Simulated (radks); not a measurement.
Values are calculated unless marked as measured or tabulated.
Mean orbital radii <r> (bohr) of the praseodymium ion Pr+, [Xe] 4f3 6s1, at several levels of relativity; Dirac values are averaged over j with weights 2j + 1. Spin-unpolarised spherical Kohn-Sham, PBEsol, point nucleus unless stated (finite: rms radius 4.8919 fm), a radial shooting solver on a logarithmic mesh with Libxc functionals. A level marked "c x" has the speed of light scaled by that factor and shares open shells by 2j + 1; other Dirac levels either fill j = l - 1/2 first or share by 2j + 1.

2s: non-rel. 0.1101; scalar-rel. 0.1031; Dirac, 2j+1 shares 0.1026; Dirac, c x 0.75 0.09630; change of magnitude, last against first (%) -12.54
2p: non-rel. 0.09353; scalar-rel. 0.09056; Dirac, 2j+1 shares 0.09027; Dirac, c x 0.75 0.08761; change of magnitude, last against first (%) -6.32
3s: non-rel. 0.2875; scalar-rel. 0.2725; Dirac, 2j+1 shares 0.2721; Dirac, c x 0.75 0.2591; change of magnitude, last against first (%) -9.90
3p: non-rel. 0.2773; scalar-rel. 0.2706; Dirac, 2j+1 shares 0.2700; Dirac, c x 0.75 0.2641; change of magnitude, last against first (%) -4.77
3d: non-rel. 0.2482; scalar-rel. 0.2475; Dirac, 2j+1 shares 0.2476; Dirac, c x 0.75 0.2473; change of magnitude, last against first (%) -0.38
4s: non-rel. 0.6545; scalar-rel. 0.6227; Dirac, 2j+1 shares 0.6226; Dirac, c x 0.75 0.5958; change of magnitude, last against first (%) -8.98
4p: non-rel. 0.6740; scalar-rel. 0.6597; Dirac, 2j+1 shares 0.6591; Dirac, c x 0.75 0.6471; change of magnitude, last against first (%) -3.99
4d: non-rel. 0.7259; scalar-rel. 0.7276; Dirac, 2j+1 shares 0.7280; Dirac, c x 0.75 0.7302; change of magnitude, last against first (%) +0.59
5s: non-rel. 1.588; scalar-rel. 1.507; Dirac, 2j+1 shares 1.507; Dirac, c x 0.75 1.438; change of magnitude, last against first (%) -9.47
5p: non-rel. 1.794; scalar-rel. 1.762; Dirac, 2j+1 shares 1.761; Dirac, c x 0.75 1.732; change of magnitude, last against first (%) -3.49
4f: non-rel. 1.078; scalar-rel. 1.173; Dirac, 2j+1 shares 1.174; Dirac, c x 0.75 1.289; change of magnitude, last against first (%) +19.59
6s: non-rel. 4.263; scalar-rel. 4.066; Dirac, 2j+1 shares 4.067; Dirac, c x 0.75 3.883; change of magnitude, last against first (%) -8.92
